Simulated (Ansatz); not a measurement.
Born–Oppenheimer molecular dynamics of BFH$_{4}$N$_{2}$ (8 atoms, charge 0, multiplicity 1). It starts from a relaxed structure.

Method: Ansatz, RKS PBE0-D4/def2-SVP.

| Item | Value |
| --- | --- |
| ensemble | NVT, Langevin thermostat |
| time step | 0.5 fs |
| steps asked | 100 |
| set temperature | 300 K |
| friction | 0.02 /fs |
| temperature schedule | 25 steps to 300 K, then 75 steps to 10 K |
| seed | 920286 |

First frame:

```xyz
8
Properties=species:S:1:pos:R:3
B -0.105 0.120 0.064
N -0.027 -0.101 1.457
H -0.806 -0.371 2.037
H 0.845 0.010 1.954
F 1.026 0.485 -0.577
N -1.281 -0.015 -0.706
H -2.178 -0.287 -0.335
H -1.275 0.159 -1.700
```

(1) How far do the bonds stretch over the last three quarters of this one trajectory? (Pairs bonded in most of those frames.)

Results:

(1) 
| bond | mean (Å) | spread (Å) | shortest | longest |
| --- | --- | --- | --- | --- |
| B1–N2 | 1.414 | 0.021 | 1.38 | 1.44 |
| B1–F5 | 1.356 | 0.023 | 1.30 | 1.39 |
| B1–N6 | 1.420 | 0.021 | 1.38 | 1.45 |
| N2–H3 | 1.009 | 0.012 | 0.98 | 1.03 |
| N2–H4 | 1.012 | 0.010 | 0.99 | 1.03 |
| N6–H7 | 1.014 | 0.017 | 0.98 | 1.04 |
| N6–H8 | 1.012 | 0.015 | 0.98 | 1.04 |

Mean temperature of the second half: 213 K. The schedule's set-point averaged 107 K over the second half and the system 213 K, so it lags behind the ramp. A run of 0.05 ps of so small a system gives no equilibrium averages.

The run took 2.8 min on 1 thread of Arm Neoverse V2, on a shared host, peak memory 0.13 GiB.
